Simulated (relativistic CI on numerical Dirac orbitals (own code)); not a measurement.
## What each ingredient does to the levels of Kr¹⁰⁺

Base calculation: Dirac-Coulomb-Breit CI, orbitals from a KLI potential per configuration, model QED (radiative potential, 1s self-energy scaled to tabulated hydrogen-like ionisation energies), unscaled Slater integrals.

Configurations in the expansion (outside the closed core [Ne]): 3s2 3p6 3d8, 3s2 3p5 3d9, 3s2 3p4 3d10, 3s 3p6 3d9, 3s2 3p6 3d7 4s, 3s2 3p6 3d7 4p, 3p6 3d10, 3s2 3p6 3d7 4d, 3s2 3p6 3d6 4s2, 3s2 3p6 3d6 4s 4p, 3s2 3p6 3d7 4f, 3s2 3p6 3d7 5s, 3s2 3p6 3d6 4p2, 3s2 3p6 3d7 5p, 3s2 3p6 3d6 4s 4d, 3s 3p5 3d10, 3s2 3p6 3d7 5d, 3s2 3p5 3d8 4s, 3s2 3p6 3d6 4p 4d, 3s2 3p6 3d7 5f, 3s2 3p6 3d7 6s, 3s2 3p6 3d7 5g, 3s2 3p6 3d7 6p, 3s2 3p5 3d8 4p, 3s2 3p6 3d7 6d, 3s2 3p4 3d9 4s, 3s2 3p6 3d6 4d2, 3s2 3p5 3d7 4s2, 3s2 3p4 3d9 4p, 3s2 3p5 3d7 4s 4p, 3s2 3p5 3d8 4d, 3s2 3p5 3d7 4p2, 3s 3p6 3d8 4s, 3s2 3p4 3d9 4d, 3s 3p6 3d7 4s2, 3s 3p6 3d8 5s. Levels of other configurations are missing.

The lowest level and the first level of each name with at least 55 % of one term (blank where a level has no safe partner in the second run):

```tsv
Level	Base (cm⁻¹)	Shift (cm⁻¹)
3s2 3p6 3d8 3F_4	0	0
3s2 3p6 3d8 3F_3	9107	-32
3s2 3p6 3d8 3F_2	13435	-37
3s2 3p6 3d8 3P_1	44544	-32
3s2 3p6 3d8 3P_2	44645	-45
3s2 3p6 3d8 3P_0	45130	-29
3s2 3p6 3d8 1G_4	57167	-27
3s2 3p6 3d8 1S_0	118950	-35
3s2 3p6 3d7 4s 5F_5	909939	-496
3s2 3p6 3d7 4s 5F_4	915641	-513
3s2 3p6 3d7 4s 5F_3	920486	-531
3s2 3p6 3d7 4s 5F_2	923669	-541
3s2 3p6 3d7 4s 5F_1	925635	-546
3s2 3p6 3d7 4s 3F_4	927291	-510
```

At this charge energies of transitions that change n are usually good to better than 1 %, and those within a shell (Δn = 0) to a few per cent. Terms inside the open d or f shell come out 10 to 20 % too wide with unscaled integrals.

Problem. One thing was changed in a second run, which moved the levels as shown. Which?
A. non-relativistic limit
B. Breit term removed
C. valence Slater integrals scaled by 0.9
D. configuration mixing switched off
E. QED terms removed

Solution. E. QED terms removed. QED shifts follow the density of s (and p1/2) electrons at the nucleus, so configurations move by their count of such electrons; where none moves, the smaller shifts of p3/2 electrons and of j = l + 1/2 against j = l − 1/2 set the pattern.

LS names give the leading component of a level, which can be under half, so a name can repeat, a term be missing and a line seem to break the LS rules.
